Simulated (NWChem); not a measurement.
System: CaO; SMILES [Ca]=[O]

All runs: NWChem. Coordinates come from a B3LYP/6-31G* (spherical d) optimisation. Vertical excitations in the gas phase; the lowest state need not have the same character in each row.

For level Hartree-Fock/def2-SVPD, CIS:

```yaml
lowest excitation, singlet (eV): 1.58
lowest state with f > 0.02, singlet (eV): 2.35
oscillator_strength_of_that_bright_state: 0.070
orbital gap (eV): 6.00
```

How do the values read with level B3LYP/def2-SVPD, TDA instead?

The lowest excitation, singlet (eV) is 0.92. The lowest state with f > 0.02, singlet (eV) comes out as 1.97, the oscillator strength of that bright state is 0.101 and the orbital gap (eV) is 1.97.
